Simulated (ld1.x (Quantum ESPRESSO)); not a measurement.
**Which change was made? (Ga, PAW)**

```json
{
 "Element": "gallium",
 "Generator": "ld1.x (Quantum ESPRESSO) 7.5",
 "Type": "PAW",
 "Functional": "PBE",
 "Relativity": "scalar-relativistic",
 "Frozen core": "[Ar]",
 "Valence charge": "13",
 "Reference configuration": "3d10 4s1.5 4p1.5",
 "Partial waves": "4s (bound): rcut 1.55, rcutus 1.95 bohr; 4s channel at 0.5 Ry: rcut 1.55, rcutus 1.95 bohr; 4p (bound): rcut 1.80, rcutus 2.45 bohr; 4p channel at 1.7 Ry: rcut 1.80, rcutus 2.45 bohr; 3d (bound): rcut 0.65, rcutus 0.85 bohr; 3d channel at 2.45 Ry: rcut 0.65, rcutus 0.85 bohr",
 "Local potential": "all-electron potential smoothed inside 0.95 bohr (lloc = -2)",
 "Core correction": "a·sin(br)/r model core inside 0.85 bohr",
 "Augmentation charge": "BG, radius 0.60 bohr"
}
```

Cutoffs, loose and tight: the cutoffs (Ry, on a coarse ladder) from which the occupation-weighted sum of valence levels, in a spherical-Bessel basis at the reference potential, stays within 10 and 1 mRy of its value at 400 Ry. They do not see the model core or the augmentation charge, which bear on the density cutoff. Test errors are all-electron minus pseudo excitation energies from the reference, over the configurations 3d10 4s2 4p1; 3d10 4s2 4p0; 3d10 4s1 4p0; 3d10 4s2 4p0.5; 3d10 4s1 4p1; 3d10 4s1 4p2; 3d9 4s2 4p1; variants that change the core or the reference have their own tests.

The base gives: outcome: generated; cutoff, loose: 230 Ry; cutoff, tight: over 300 Ry; bound ghosts: none; largest test error (meV): test run stopped at test 1 of 7 (negative rho).

**Question.** After one change the result is: outcome: generated; cutoff, loose: 300 Ry; cutoff, tight: over 300 Ry; bound ghosts: none; largest test error (meV): test run stopped at test 1 of 7 (negative rho). Which change was it?
A. waves 3d (bound): rcut 0.65, rcutus 1.10 bohr; 3d channel at 2.45 Ry: rcut 0.65, rcutus 1.10 bohr
B. waves 3d (bound): rcut 0.65, rcutus 1.24 bohr; 3d channel at 2.45 Ry: rcut 0.65, rcutus 1.24 bohr
C. waves 3d (bound): rcut 0.65, rcutus 0.72 bohr; 3d channel at 2.45 Ry: rcut 0.65, rcutus 0.72 bohr

**Answer.** C. The others give: waves 3d (bound): rcut 0.65, rcutus 1.24 bohr; 3d channel at 2.45 Ry: rcut 0.65, rcutus 1.24 bohr → outcome: generated; cutoff, loose: 80 Ry; cutoff, tight: 160 Ry; bound ghosts: none; largest test error (meV): test run stopped at test 1 of 7 (negative rho) | waves 3d (bound): rcut 0.65, rcutus 1.10 bohr; 3d channel at 2.45 Ry: rcut 0.65, rcutus 1.10 bohr → outcome: generated; cutoff, loose: 140 Ry; cutoff, tight: 200 Ry; bound ghosts: none; largest test error (meV): test run stopped at test 2 of 7 (negative rho), 1 before it not solved.
